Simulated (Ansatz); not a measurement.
`CCCCCCCCCCB(O)O` with charge +1. The state is a doublet with charge 1. Geometry PBE-D4/def2-SVP, that of the neutral singlet; atoms count from 1.

```xyz
36

C     3.659   -3.183    3.423
C     2.650   -2.093    3.059
C     1.211   -2.613    2.944
C     0.158   -1.540    2.633
C     0.300   -0.878    1.258
C    -0.801    0.141    0.948
C    -0.654    0.813   -0.420
C    -1.755    1.832   -0.731
C    -1.605    2.550   -2.080
C    -1.737    1.643   -3.311
B    -1.627    2.356   -4.718
O    -1.311    3.697   -4.758
O    -1.846    1.592   -5.845
H     3.410   -3.656    4.396
H     3.673   -3.990    2.661
H     4.690   -2.781    3.502
H     2.682   -1.282    3.821
H     2.954   -1.616    2.102
H     1.171   -3.405    2.161
H     0.940   -3.121    3.897
H    -0.854   -1.997    2.706
H     0.189   -0.755    3.423
H     1.289   -0.374    1.179
H     0.304   -1.666    0.471
H    -1.794   -0.359    1.008
H    -0.814    0.921    1.743
H    -0.634    0.026   -1.207
H     0.338    1.318   -0.478
H    -2.745    1.322   -0.694
H    -1.779    2.591    0.083
H    -2.363    3.360   -2.144
H    -0.622    3.072   -2.111
H    -0.965    0.839   -3.297
H    -2.704    1.088   -3.283
H    -1.250    4.070   -5.656
H    -1.757    2.077   -6.685
```

Q: Estimate the Mulliken populations of the heavy atoms from the PBE0/def2-TZVP orbitals of Ansatz.

A: 
```
atom  charge (e)  spin (α − β)
  C1       -0.37          0.02
  C2       -0.23          0.02
  C3       -0.18          0.07
  C4       -0.15          0.08
  C5       -0.25          0.10
  C6       -0.20          0.09
  C7       -0.24          0.10
  C8       -0.14          0.11
  C9       -0.15          0.09
 C10       -0.39          0.08
 B11        0.32          0.05
 O12       -0.41          0.01
 O13       -0.39          0.01
```
Mulliken values depend strongly on the basis.

Q: Where does the spin sit?

A: Summed by element: C 0.74, B 0.05, O 0.02, H 0.19, of 1 unpaired in all. Largest on single atoms: C8 0.11, C5 0.10, C7 0.10.

Q: And the Mayer bond orders between heavy atoms (over 0.3)?

A: C1–C2 1.00 (1.53 Å); C2–C3 1.02 (1.53 Å); C3–C4 0.96 (1.53 Å); C4–C5 0.94 (1.53 Å); C5–C6 0.98 (1.53 Å); C6–C7 0.97 (1.53 Å); C7–C8 0.96 (1.53 Å); C8–C9 0.90 (1.54 Å); C9–C10 1.01 (1.53 Å); C10–B11 0.91 (1.58 Å); B11–O12 1.36 (1.38 Å); B11–O13 1.38 (1.38 Å).
